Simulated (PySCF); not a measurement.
Computed shifts of a molecule C₄H₈S₂, PBE/pcSseg-1 in PySCF, GIAO, gas phase, equivalent atoms averaged, in ppm (number of nuclei): ¹³C: 51.9 (1), 42.7 (2), 34.0 (1). ¹H: 4.86 (1), 3.84 (1), 3.33 (2), 3.04 (2), 2.40 (1), 2.25 (1). References: ¹³C against TMS (σ = 182.0 ppm); ³³S against H2S (σ = 706.5 ppm); ¹H against TMS (σ = 31.49 ppm), references at their B3LYP-D3(BJ)/def2-TZVP geometries, non-relativistic. The structure is a stationary point at PBE-D3(BJ)/def2-SVP. One conformer was computed; it need not be the lowest.

Which molecule gave these data?
A) C1CSCSC1
B) CCC1SCS1
C) SCC1CSC1
D) CS[C@@H]1CCS1

A, C1CSCSC1
